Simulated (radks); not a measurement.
The arsenic anion As3-, [Kr], held by a Watson sphere: a shell of charge +3 at radius R that stands for the Madelung well of a crystal (potential energy -3/R inside, -3/r outside, in hartree with lengths in bohr). Method: scalar-relativistic Kohn-Sham, LB94 model potential, spin-polarised, spherical densities, point nucleus; computed with a radial shooting solver on a logarithmic mesh with Libxc functionals. Response by self-consistent Sternheimer equations with the Hartree and adiabatic LDA kernel, the relativistic mass of each level held fixed and spin-orbit coupling left out. The sphere does not respond.

R (bohr)  e(3d) (eV)  e(4s) (eV)  e(4p) (eV)  <r> 4p (bohr)  sum of <r^2> (bohr^2)  X-ray form factor at sin(theta)/lambda = 0.3 1/angstrom  alpha (bohr^3)
2.46         -47.771     -20.102     -11.042          2.520                  62.86                                                   22.594           41.69
4.34         -44.632     -15.178      -6.718          3.189                  93.54                                                   22.735           150.6
4.53         -44.402     -14.884      -6.401          3.247                  96.75                                                   22.738           169.7
4.58         -44.343     -14.811      -6.321          3.262                  97.59                                                   22.738           175.1
4.89         -43.995     -14.388      -5.853          3.352                  102.9                                                   22.740           211.8
5.23         -43.644     -13.979      -5.392          3.447                  108.9                                                   22.742           259.7
